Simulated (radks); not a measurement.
Results of a calculation; reference values are marked as such.
Question: Mean orbital radii <r> (bohr) of the niobium ion Nb25+, [Ne] 3s2 3p4, of relativity; Dirac values are averaged over j with weights 2j + 1. Spin-unpolarised spherical Kohn-Sham, LDA (Slater exchange, Perdew-Wang correlation), point nucleus unless stated (finite: rms radius 4.324 fm), a radial shooting solver on a logarithmic mesh with Libxc functionals. A level marked "c x" has the speed of light scaled by that factor and shares open shells by 2j + 1; other Dirac levels either fill j = l - 1/2 first or share by 2j + 1.

| shell | non-rel. |
|---|---|
| 1s | 0.03724 |
| 2s | 0.1612 |
| 2p | 0.1381 |
| 3s | 0.4007 |
| 3p | 0.3858 |
| 3d (empty) | 0.3420 |
| 4s (empty) | 0.7645 |

Give the values at the level "Dirac, c x 2".

Answer: 
shell       Dirac, c x 2  change of magnitude (%)
1s               0.03697                    -0.73
2s                0.1600                    -0.77
2p                0.1376                    -0.38
3s                0.3985                    -0.55
3p                0.3847                    -0.27
3d (empty)        0.3418                    -0.04
4s (empty)        0.7613                    -0.42
